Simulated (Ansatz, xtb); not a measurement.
# Two structures of CHClFSn

We compare I, a doublet given by its coordinates, with II, a doublet given by its coordinates. Both are isolated molecules in the gas phase, relaxed with B3LYP-D3(BJ)/def2-SVP.

I (Å):

```xyz
5

C     0.3309   -1.6615   -0.9451
Cl   -0.7721   -2.6817   -1.7787
F    -2.1198   -0.9357    0.6877
Sn   -0.2343   -0.3718    0.7390
H     1.3445   -1.7438   -1.3668
```

Close contacts (Å): C1–Cl2 1.72, C1–Sn4 2.20, F3–Sn4 1.97, C1–H5 1.10.

II (Å):

```xyz
5

C     0.2517   -1.0242   -0.7676
Cl   -2.1408   -2.6006    0.7502
F     1.2243   -0.5379   -1.5388
Sn   -0.8051   -2.8803   -1.2542
H     0.0728   -0.3764    0.1094
```

Close contacts (Å): C1–F3 1.33, C1–Sn4 2.19, Cl2–Sn4 2.42, C1–H5 1.10.

Problem. Which of the two would you expect CCSD(T)/def2-SVP + ΔMP2/def2-TZVPP electronic energies to favour?

Solution. Too close to call at this level: CCSD(T)/def2-SVP + ΔMP2/def2-TZVPP gives E(II) − E(I) = −0.92 kcal/mol.

Level by level:

```json
{"level": "GFN2-xTB", "geometry": "GFN2-xTB", "E(II) − E(I) (kcal/mol)": "−2.83", "departure from the last row (kcal/mol)": "−1.92", "job, with rough time for the two": "optimisation, 0.11 s"}
{"level": "HF/STO-3G", "geometry": "GFN2-xTB", "E(II) − E(I) (kcal/mol)": "−55.16", "departure from the last row (kcal/mol)": "−54.24", "job, with rough time for the two": "single point, 4.6 s"}
{"level": "r2SCAN-D4/def2-SVP", "geometry": "GFN2-xTB", "E(II) − E(I) (kcal/mol)": "−8.23", "departure from the last row (kcal/mol)": "−7.32", "job, with rough time for the two": "single point, 4 s"}
{"level": "B3LYP-D3(BJ)/def2-SVP", "geometry": "B3LYP-D3(BJ)/def2-SVP", "E(II) − E(I) (kcal/mol)": "−7.55", "departure from the last row (kcal/mol)": "−6.64", "job, with rough time for the two": "optimisation, 51 s"}
{"level": "HF/def2-SVP", "geometry": "B3LYP-D3(BJ)/def2-SVP", "E(II) − E(I) (kcal/mol)": "−9.26", "departure from the last row (kcal/mol)": "−8.34", "job, with rough time for the two": "part of the CCSD(T) run"}
{"level": "MP2/def2-SVP", "geometry": "B3LYP-D3(BJ)/def2-SVP", "E(II) − E(I) (kcal/mol)": "−1.87", "departure from the last row (kcal/mol)": "−0.95", "job, with rough time for the two": "part of the CCSD(T) run"}
{"level": "CCSD(T)/def2-SVP", "geometry": "B3LYP-D3(BJ)/def2-SVP", "E(II) − E(I) (kcal/mol)": "−3.52", "departure from the last row (kcal/mol)": "−2.61", "job, with rough time for the two": "single point"}
{"level": "CCSD(T)/def2-SVP + ΔMP2/def2-TZVPP", "geometry": "B3LYP-D3(BJ)/def2-SVP", "E(II) − E(I) (kcal/mol)": "−0.92", "departure from the last row (kcal/mol)": "", "job, with rough time for the two": "single point, 41 s"}
```

The largest departure from CCSD(T)/def2-SVP + ΔMP2/def2-TZVPP is that of HF/STO-3G, 54.24 kcal/mol. The last row adds to CCSD(T) the change of the MP2 difference between the two basis sets, here +2.61 kcal/mol.

With harmonic frequencies from B3LYP-D3(BJ)/def2-SVP (ideal gas, rigid rotor, one conformer each, 298.15 K, 1 atm): on the last row, ΔE + ΔZPE = −0.47, ΔH = −0.47, ΔG = −0.44 kcal/mol.

Open shells are spin-unrestricted, with notable spin contamination under HF/STO-3G. The correlated steps freeze 11 core orbitals; the filled d shell of Sn is correlated, in a basis made for valence electrons. Atoms past krypton carry core potentials in the def2 sets, other sets are all-electron and non-relativistic, and no spin–orbit term is included. Run with Ansatz 0.2.0, xtb 6.7.1; the last row on 1 thread of Intel(R) Xeon(R) 6975P-C (Granite Rapids) on a shared host.
